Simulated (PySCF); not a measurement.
F2H2O2SW, SMILES [F][W]([OH])([F])(=[S])[OH], multiplicity 1. Atoms are numbered in the order given.

```xyz
8

W     -0.1143     0.0539     0.0000
S      1.9833    -0.3042     0.0000
F     -0.2659     1.9155     0.0000
F     -0.8691    -1.7012     0.0000
O     -0.6697     0.0195     1.8035
H     -1.1719    -0.6804     2.2426
O     -0.6697     0.0195    -1.8035
H     -1.1719    -0.6804    -2.2426
```

The structure is a stationary point at B3LYP-D3(BJ)/def2-SVP. The spin state was assumed, not searched. The structure was generated by enumeration; whether it is a known compound was not checked. The def2 effective core potentials stand for the cores of W; spin–orbit coupling is left out. Other conformers were not sampled.

Level of theory: PySCF with TDA-PBE/def2-SVPD.

Vertical excitations.  State labels are in the subgroup Cs.

### Question
Estimate the UV-visible absorptions. (An estimate is asked for; the answer gives what the named calculation found.)

### Answer

```csv
state,symmetry,energy (eV),λ (nm),f,main pairs
S1,A',2.93,423,0.002,HOMO→LUMO 99 %
S2,A",3.31,375,0.001,HOMO−1→LUMO 99 %
S3,A",3.63,341,0.000,HOMO→LUMO+1 98 %
S4,A',4.29,289,0.000,"HOMO→LUMO+2 44 %, HOMO−1→LUMO+1 40 %, HOMO−3→LUMO 16 %"
S5,A",4.36,284,0.001,HOMO−2→LUMO 96 %
S6,A",4.60,270,0.000,HOMO−1→LUMO+2 96 %
S7,A",5.01,247,0.000,HOMO−3→LUMO+1 93 %
S8,A',5.03,247,0.003,"HOMO−2→LUMO+1 44 %, HOMO−3→LUMO 39 %"
S9,A",5.05,246,0.000,HOMO−4→LUMO 90 %
S10,A",5.07,244,0.001,HOMO→LUMO+3 89 %
T1,A',2.77,447,0,HOMO→LUMO 99 %
T2,A",3.12,397,0,HOMO−1→LUMO 97 %
T3,A',3.33,372,0,HOMO−1→LUMO+1 91 %
T4,A",3.34,371,0,HOMO→LUMO+1 94 %
```
Triplets are in the Tamm–Dancoff approximation.
